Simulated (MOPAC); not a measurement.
MOPAC input (PM7):

```
PM7 1SCF UHF MS=0.5 GEO-OK AUX(PRECISION=9) THREADS=1
H2BF2Si

F     1.35551000 1   -0.95791200 1    0.16000000 1
B     0.52356700 1    0.07065900 1    0.06193300 1
F     1.06543800 1    1.28146900 1    0.05729600 1
Si   -1.43395400 1   -0.19419700 1   -0.18432400 1
H    -2.00713400 1   -1.49592900 1    0.21367600 1
H    -2.32388000 1    0.94937900 1    0.10152700 1
```

Output:

```
 *******************************************************************************
 **                                                                           **
 **                              MOPAC v23.2.5                                **
 **                                                                           **
 *******************************************************************************
 ** MOPAC's Digital Object Identifier: https://doi.org/10.5281/zenodo.6511958 **
 **                                                                           **
 ** Please cite the open-source release paper for use of this MOPAC version:  **
 ** J. E. Moussa and J. J. P. Stewart (2026)                                  **
 ** MOPAC: An open-source semiempirical molecular orbital program             **
 ** J. Open Source Softw., 11(119), 8025, https://doi.org/10.21105/joss.08025 **
 *******************************************************************************

                              PM7 CALCULATION RESULTS

 *******************************************************************************
 *  PM7        - The PM7 Hamiltonian to be used
 *  GEO-OK     - OVERRIDE INTERATOMIC DISTANCE AND OTHER SAFETY CHECKS
 *  UHF        - UNRESTRICTED HARTREE-FOCK CALCULATION
 *  MS=        - IN MECI, MAGNETIC COMPONENT OF SPIN =  0.5
 *  1SCF       - DO 1 SCF AND THEN STOP
 *  AUX        - OUTPUT AUXILIARY INFORMATION
 *******************************************************************************
PM7 1SCF UHF MS=0.5 GEO-OK AUX(PRECISION=9) THREADS=1
 H2BF2Si

   ATOM   CHEMICAL          X               Y               Z
  NUMBER   SYMBOL      (ANGSTROMS)     (ANGSTROMS)     (ANGSTROMS)

     1       F          1.35551000  *  -0.95791200  *   0.16000000  *
     2       B          0.52356700  *   0.07065900  *   0.06193300  *
     3       F          1.06543800  *   1.28146900  *   0.05729600  *
     4      Si         -1.43395400  *  -0.19419700  *  -0.18432400  *
     5       H         -2.00713400  *  -1.49592900  *   0.21367600  *
     6       H         -2.32388000  *   0.94937900  *   0.10152700  *

          CARTESIAN COORDINATES

    NO.       ATOM           X           Y           Z

     1         F          1.3555     -0.9579      0.1600
     2         B          0.5236      0.0707      0.0619
     3         F          1.0654      1.2815      0.0573
     4        Si         -1.4340     -0.1942     -0.1843
     5         H         -2.0071     -1.4959      0.2137
     6         H         -2.3239      0.9494      0.1015

 General Reference for PM7:
 "Optimization of Parameters for Semiempirical Methods VI: More Modifications to the
 NDDO Approximations and Re-optimization of Parameters", J. J. P. Stewart, J. Mol. Mod., 1:32, 19 (2013)
 https://link.springer.com/article/10.1007/s00894-012-1667-x

           Empirical Formula: H2 F2 B Si  =     6 atoms

      MOLECULAR POINT GROUP   :   Cs

          UHF CALCULATION, NO. OF ALPHA ELECTRONS =   12
                           NO. OF BETA  ELECTRONS =   11

 -------------------------------------------------------------------------------
 PM7 1SCF UHF MS=0.5 GEO-OK AUX(PRECISION=9) THREADS=1
 H2BF2Si

     1SCF WAS SPECIFIED, SO BFGS WAS NOT USED
     SCF FIELD WAS ACHIEVED

                              PM7 CALCULATION
                                                       MOPAC v23.2.5 Linux

          FINAL HEAT OF FORMATION =       -151.16549 KCAL/MOL =    -632.47643 KJ/MOL

          COSMO AREA              =        111.08 SQUARE ANGSTROMS
          COSMO VOLUME            =         98.98 CUBIC ANGSTROMS

          IONIZATION POTENTIAL    =          9.604851 EV
          ALPHA SOMO LUMO (EV)    =         -9.605 -0.621
          BETA  SOMO LUMO (EV)    =        -11.116 -1.376
          NO. OF ALPHA ELECTRONS  =         12
          NO. OF BETA  ELECTRONS  =         11
          MOLECULAR WEIGHT        =         78.9081         POINT GROUP:  Cs

          MOLECULAR DIMENSIONS (Angstroms)

            Atom       Atom       Distance
            H     5    F     3     4.14477
            H     6    F     1     3.88386
            F     3   Si     4     0.33165

          SCF CALCULATIONS        =          1

   ATOM   CHEMICAL          X               Y               Z
  NUMBER   SYMBOL      (ANGSTROMS)     (ANGSTROMS)     (ANGSTROMS)

     1       F          1.35551000  *  -0.95791200  *   0.16000000  *
     2       B          0.52356700  *   0.07065900  *   0.06193300  *
     3       F          1.06543800  *   1.28146900  *   0.05729600  *
     4      Si         -1.43395400  *  -0.19419700  *  -0.18432400  *
     5       H         -2.00713400  *  -1.49592900  *   0.21367600  *
     6       H         -2.32388000  *   0.94937900  *   0.10152700  *

                             CARTESIAN COORDINATES

   1    F        1.355510000    -0.957912000     0.160000000
   2    B        0.523567000     0.070659000     0.061933000
   3    F        1.065438000     1.281469000     0.057296000
   4   Si       -1.433954000    -0.194197000    -0.184324000
   5    H       -2.007134000    -1.495929000     0.213676000
   6    H       -2.323880000     0.949379000     0.101527000

           Empirical Formula: H2 F2 B Si  =     6 atoms

      MOLECULAR POINT GROUP   :   Cs

          ALPHA EIGENVALUES
 -40.43423 -40.32973 -18.31479 -17.41515 -16.63362 -16.31606 -15.56302 -15.10817
 -14.95714 -12.75732 -11.16043  -9.60485  -0.62075   0.92167   2.11001   2.88093
   3.27026   5.86693  19.93798  20.00109  20.19003  20.72035  21.07671

           BETA EIGENVALUES
 -40.42655 -40.31991 -18.16536 -17.36649 -16.63788 -16.29986 -15.49068 -15.09291
 -14.96414 -12.77451 -11.11634  -1.37574  -0.15397   0.97681   2.10598   2.88124
   3.29840   6.28098  20.24398  20.30511  20.50490  20.84878  21.18412

              NET ATOMIC CHARGES AND DIPOLE CONTRIBUTIONS

  ATOM NO.   TYPE          CHARGE      No. of ELECS.   s-Pop       p-Pop       d-Pop
    1          F          -0.298256        7.2983     1.94385     5.35441
    2          B           0.532410        2.4676     0.80854     1.65905
    3          F          -0.298257        7.2983     1.94385     5.35441
    4         Si           0.013283        3.9867     0.94766     2.96980     0.06925
    5          H           0.025410        0.9746     0.97459
    6          H           0.025410        0.9746     0.97459
 DIPOLE           X         Y         Z       TOTAL
 POINT-CHG.    -2.749    -0.362    -0.126     2.776
 HYBRID         1.360     0.164    -0.263     1.395
 SUM           -1.389    -0.198    -0.389     1.456

          ATOMIC ORBITAL ELECTRON POPULATIONS

     Atom    s        px        py        pz      x^2-y^2     xz        z^2       yz        xy
    1  F   1.94385   1.78303   1.68680   1.88459
    2  B   0.80854   0.85124   0.55408   0.25373
    3  F   1.94385   1.88820   1.57914   1.88707
    4 Si   0.94766   0.96941   1.02006   0.98033   0.01928   0.00444   0.01072   0.00548   0.02933
    5  H   0.97459
    6  H   0.97459

                    (SZ)    =    0.500000
                    (S**2)  =    0.751137

          ATOMIC ORBITAL SPIN POPULATIONS

    Atom   Total    s     px     py     pz   x^2-y^2  xz     z^2    yz     xy
         Atomic
    1  F  0.0030  0.000 -0.000 -0.001  0.004
    2  B -0.0039 -0.006 -0.010 -0.000  0.012
    3  F  0.0030  0.000 -0.000 -0.001  0.004
    4 Si  1.0260  0.057  0.019  0.014  0.939 -0.000 -0.000 -0.001 -0.000 -0.000
    5  H -0.0140 -0.014
    6  H -0.0140 -0.014

 **********************
 *                    *
 * JOB ENDED NORMALLY *
 *                    *
 **********************

 == MOPAC DONE ==
```

The geometry given is a B3LYP-D3(BJ)/def2-TZVP minimum.
